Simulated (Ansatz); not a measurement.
Consider the substitution at a C–C bond: `C=CCC=C` + `O[SiH2][SeH]` → `C=C[Se][SiH2]O` + propene.

Program: Ansatz. Geometries: PBE0-D4/def2-TZVP. ΔE: electronic, gas phase. CCSD(T)/CBS adds triple-zeta CCSD(T) − MP2 to the extrapolated MP2 energy (def2 sets, frozen cores). DFT in def2-TZVPP. For Se outer-core shells are correlated without core-valence functions, which leaves a few kJ/mol of doubt a bond. Scalar relativity is left out up to krypton. Each species was taken in one conformer, which may not be the lowest.

| level | ΔE (kJ/mol) |
| --- | --- |
| PBE-D4 | -1.7 |
| MP2/def2-TZVPP | 0.6 |

**Question.** What does CCSD(T)/CBS give? (Best estimate.)

**Answer.** Ansatz gave: +5.5 kJ/mol. The listed levels differ from it by -7.2, -4.9 kJ/mol.

Largest T1 diagnostic among the species: 0.011.

In def2-TZVPP, CCSD(T) changes the Hartree–Fock value by −14.5 kJ/mol (the triples alone add −3.3 kJ/mol) and MP2 by −18.2 kJ/mol. The D4 term adds −5.6 kJ/mol with B3LYP and −2.9 kJ/mol with PBE0; it sums over pairs of atoms, weighted by their polarisabilities, and B3LYP, whose exchange is more repulsive, gets the larger term.

B3LYP here is the variant with VWN-RPA as its local correlation; programs differ in this.
